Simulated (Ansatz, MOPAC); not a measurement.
Reaction (SMILES): C[N](C)[GeH3] [N-germyl-N-methylmethanamine] + H+ → C[NH+](C)[GeH3] (at N, the best of the heteroatom sites tried; carbon was not tried)

Wanted: proton affinity (enthalpy at 298 K), in kcal/mol. Positive where the reaction releases energy. Conventions: six Cartesian d functions in 6-31G* and its kin unless marked 5d; LANL2DZ with its own core potentials from Na on; no spin-orbit coupling; dispersion terms only where a functional's name holds one; non-relativistic. First-principles rows: single points at B3LYP-D3(BJ) geometries (Ansatz, a first-principles code), with unscaled harmonic terms from B3LYP/6-31G* (LANL2DZ past Ar) (Ansatz) at its own minima. Semi-empirical rows: MOPAC heats of formation at their own minima for 298 K, the proton's as measured.

```csv
species,coefficient,"E at B3LYP/6-31G* with LANL2DZ past Ar (Ansatz), Eh","E at PBE0/def2-TZVPD (Ansatz), Eh","H(298 K) - E, kcal/mol","heat of formation at MNDO (MOPAC), kcal/mol"
C[N](C)[GeH3],+1,-140.12056,-2212.98509,70.93,-1.65
H+,+1,0.00000,0.00000,1.48,365.69
C[NH+](C)[GeH3],-1,-140.50083,-2213.36102,80.52,158.32
```

 1 Eh = 627.5095 kcal/mol.

Question: Work the quantity out at each level.

Answer: 
- B3LYP/6-31G* with LANL2DZ past Ar: the sum of coefficient times E is 0.38027 Eh, or 238.62 kcal/mol; the thermal terms add -8.11. Result: 230.5 kcal/mol.
- PBE0/def2-TZVPD: the sum of coefficient times E is 0.37593 Eh, or 235.90 kcal/mol; the thermal terms add -8.11. Result: 227.8 kcal/mol.
- MNDO: the sum of coefficient times heat of formation is 205.72 kcal/mol; it needs no thermal term.
